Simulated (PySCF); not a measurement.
Species: SiF₆ (charge -2).
Structure used (GFN2-xTB), in Å, numbered top down from 1:
```xyz
7
SiF6 angstrom
F      0.2822   -0.5772   -1.5884
Si     0.0005    0.0006   -0.0040
F      1.4849    0.8480   -0.0490
F     -0.7997    1.3687   -0.6449
F      0.8006   -1.3671    0.6381
F     -0.2814    0.5789    1.5803
F     -1.4837   -0.8469    0.0407
```

The calculation used delta-SCF UKS SCAN, pcX-2 on the ionised atom, pcseg-1 elsewhere, spin-free X2C (PySCF). The ground state was rerun for each ionised atom, in the same mixed basis as its hole state.

```csv
ionised atom,basis functions,E(ionised) (Eh),binding energy (eV)
F1,133,-864.71361,680.595
Si2,144,-822.18271,1838.965
```

Task: Fill in the total energy of each ground state.

Result: With binding energy = E(ionised) − E(ground) and 27.2114 eV a hartree:

| atom | binding energy (Eh) | E(ground) (Eh) |
| --- | --- | --- |
| F1 | 25.0114 | -889.7250 |
| Si2 | 67.5807 | -889.7634 |

Task: How much do the ground-state energies differ, and what would follow from using one of them for all holes?

Result: They run from -889.7634 Eh (core basis on Si2) to -889.7250 Eh (on F1), 0.0384 Eh or 1.04 eV apart, though the state is the same; only basis and grid differ. Pairing the ion of F1 with the ground state of Si2 would put its binding energy 1.04 eV too high.

Only 1s holes are shown. The first atom of each set that the bonding makes equivalent was ionised and stands for the set. The species carries charge -2, so core ionisation leaves charge -1. The basis sets have no added diffuse functions. Whether so highly charged an anion holds all its electrons in the gas phase wasn't checked; a finite basis holds them in any case. The ion is multiply charged and computed without counter-ions or solvent.

Hardware: one thread of an x86-64 server, no GPU, shared host. Cost: 9.7 s wall.
